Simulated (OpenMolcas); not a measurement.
**What dynamic correlation does to the levels of Cl3+**

* Program: OpenMolcas 26.06
* Basis: ANO-L-VDZP [4s3p1d]
* Scalar Hamiltonian: non-relativistic, point nucleus
* Active space: 4 electrons in 8 orbitals (3s 3p 4s 4p)
* State averaging: 2S+1 = 3 even, 3 roots; 2S+1 = 1 even, 9 roots; 2S+1 = 5 odd, 1 root; 2S+1 = 3 odd, 9 roots; 2S+1 = 1 odd, 8 roots
* Spin-orbit coupling: state interaction with AMFI integrals over the reference wave functions, term energies averaged over their components

Methods on the same reference wave functions:
A. CASSCF
B. SS-CASPT2, IPEA 0.25 Eh, imaginary shift 0.1 Eh (closed shells correlated: 2s 2p)

Energies in cm-1 above 3s2 3p2 3P0, the measured ground level; measured values from Moore, Atomic Energy Levels, vol. I, NSRDS-NBS 35 (1971 reprint of NBS Circular 467, 1949).

```csv
Level,A,B,Measured
3s2 3p2 3P0,0.0,0.0,0.0
3s2 3p2 3P1,416,412,491
3s2 3p2 3P2,1152,1147,1341
3s2 3p2 1D2,16584,15440,13766
3s2 3p2 1S0,30196,33080,32550
3s 3p3 5S* 2,58413,65200,
3s 3p3 3D* 1,111805,100440,
3s 3p3 3D* 2,111814,100450,
3s 3p3 3D* 3,111864,100490,
3s 3p3 3P* 0,127241,121430,
3s 3p3 3P* 1,127265,121450,
3s 3p3 3P* 2,127307,121480,
3s 3p3 1D* 2,171317,151300,
```

Deviations, from unrounded energies. A percentage is the sum of absolute deviations over the sum of measured energies, with the sign that they share, or ± where signs differ.

```tsv
Against measurement	Levels	A	B
mean absolute deviation (cm-1)	4	1400	620
fine structure of the ground term (%)	2	-14.4	-14.9
other terms of the ground configuration (%)	2	±11.2	+4.8
```

B lies closest to measurement on these levels. The largest miss of B in the table is 3s2 3p2 1D2, by +1700 cm-1. The ranking rests on the paired levels alone, and a cruder setting can come out closer through cancelling errors.

From A to B the spin-free energies of the other terms of 3s2 3p2 shown, above 3P, scale by factors of 0.93 to 1.10.

The lowest spin-free term lies below A's lowest term by 0.056 hartree in B.

CASPT2 does not keep the components of a term degenerate, so their means are used; among the terms shown or strongly mixed into the levels shown the widest spread is 170 cm-1 (3s 3p3 1D*, B). Over all roots computed the reference weight is 0.86 to 0.99 in B; the roots of lowest weight are the least certain, and an intruder state may touch them. The run also gave levels led by 3s2 3p 4p, which use shells meant for correlation; these and all levels above them are left out. Terms of s pⁿ other than that of highest spin mix with s² pⁿ⁻² d, which this space lacks; all of them can be thousands of cm-1 off, and some have no real level of that name. The basis is small and was not contracted for so high a charge. Computed and measured levels are paired by configuration, term and J; levels that our copy of the source lacks, or whose pairing is in doubt (as where it misses far off the trend of its configuration), stay unpaired and out of the deviations. Levels of configurations outside the active space are missing. The table leaves out levels that lie high or whose names do not pair safely across all columns.

* marks odd parity.
